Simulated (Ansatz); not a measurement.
Consider the isomerisation: `CO[SiH](C)N` → `CC(O)N[SiH3]`.

Isolated molecules relaxed with PBE0-D4/def2-TZVP in Ansatz; ΔE leaves out vibrations. CCSD(T)/CBS adds triple-zeta CCSD(T) − MP2 to the extrapolated MP2 energy (def2 sets, frozen cores). Functionals use def2-TZVPP. Each species was taken in one conformer, which may not be the lowest.

`CO[SiH](C)N`:

```xyz
14

C     1.541    1.269   -0.286
O     1.436   -0.121   -0.117
Si   -0.007   -0.917   -0.043
C    -1.009   -0.344    1.420
N    -0.994   -0.721   -1.426
H     1.207    1.811    0.607
H     0.953    1.619   -1.143
H     2.589    1.520   -0.464
H     0.420   -2.332    0.066
H    -0.413   -0.390    2.335
H    -1.892   -0.972    1.557
H    -1.347    0.689    1.295
H    -0.733   -1.052   -2.339
H    -1.750   -0.060   -1.462
```

`CC(O)N[SiH3]`:

```xyz
14

C     0.310    1.892    0.459
C    -0.374    0.637   -0.031
O    -0.993    0.979   -1.260
N     0.539   -0.464   -0.150
Si    0.141   -2.109    0.149
H     0.756    1.720    1.439
H     1.096    2.180   -0.244
H    -0.404    2.713    0.526
H    -1.144    0.333    0.695
H    -1.377    0.179   -1.629
H     1.358   -0.246   -0.698
H    -0.443   -2.238    1.511
H    -0.860   -2.684   -0.801
H     1.395   -2.895    0.035
```

```tsv
level	ΔE (kcal/mol)	difference from CCSD(T)/CBS
PBE-D4	40.7	-2.7
r2SCAN-D4	43.7	0.3
ωB97X-V	41.9	-1.5
ωB97M-V	43.5	0.1
B2PLYP	43.7	0.3
PBE0	41.5	-1.9
SCS-MP2/def2-TZVPP	43.0	-0.4
CCSD/def2-TZVPP	42.7	-0.7
HF/def2-QZVPP	44.3	0.9
HF/CBS(def2)	44.3	0.9
CCSD(T)/CBS	43.4	0
```

Largest T1 diagnostic among the species: 0.011.

From PBE to PBE0 (25 % exact exchange), in def2-TZVPP and without D4, ΔE moves by +0.9 kcal/mol.
